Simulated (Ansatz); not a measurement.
Basis-set extrapolation for C2H2Cl2Si (`C#C[SiH](Cl)Cl`) (PBE0-D4/def2-TZVP geometry, frozen core, Ansatz). Multiplicity 1, RHF reference.

```json
{"": "HF", "def2-TZVPP": "-1284.956024", "def2-QZVPP": "-1284.993550"}
{"": "MP2 correlation", "def2-TZVPP": "-0.788209", "def2-QZVPP": "-0.856615"}
{"": "CCSD(T) correlation", "def2-TZVPP": "-0.873067", "def2-QZVPP": "not run"}
```

Energies in hartree. Use E(X) = E(∞) + A·exp(−7.88·√X) for Hartree–Fock and E(X) = E(∞) + B·X^(−2.97) for correlation, with X = 3 and 4, and add CCSD(T) minus MP2 of the smaller set to the MP2 limit.

Q: What is the CCSD(T) energy at the basis-set limit?

A: HF limit: -1284.993550 + (-0.037526) × 0.13774 = -1284.99872. MP2 limit: -0.856615 + (-0.068406) × 0.74074 = -0.90729. Higher-order term: -0.873067 − (-0.788209) = -0.08486. Total: -1285.99087 hartree, 424.8 kJ/mol below CCSD(T)/def2-TZVPP.
